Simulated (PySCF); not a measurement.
Species: C3H7BO2.
SMILES: `B1OCCCO1`

The closed-shell ground state was solved at several levels (PySCF, density fitting, gas phase, non-relativistic). The structure is a single GFN2-xTB conformer in the gas phase; no vibrational or solvent corrections.

```tsv
level	basis functions	total energy (Eh)	HOMO (eV)	LUMO (eV)	gap (eV)	dipole (D)
PBE0/pcSseg-1	137	-293.5450	-8.37	0.91	9.28	3.23
PBE0/def2-SVPD	182	-293.3801	-8.43	0.41	8.84	3.09
```

(1) Estimate the row for B3LYP/pcJ-1, a basis of 232 functions; the other rows only guide the guess.

(2) Over all these levels, which gives the widest orbital gap and which the narrowest?

(3) How far do the dipole and the HOMO energy spread over the levels?

## Answers

(1) Total energy -293.9333 Eh, HOMO -8.10 eV, LUMO 0.63 eV, gap 8.73 eV, dipole 3.24 D.

(2) PBE0/pcSseg-1 (global hybrid, 25 % exact exchange) has the widest, 9.28 eV, and B3LYP/pcJ-1 (global hybrid, 20 % exact exchange) the narrowest, 8.73 eV. Functional and basis both differ between the two, so the spread mixes both effects.

(3) The dipole runs from 3.09 to 3.24 D (mean 3.19 D) and the HOMO from -8.43 to -8.10 eV.
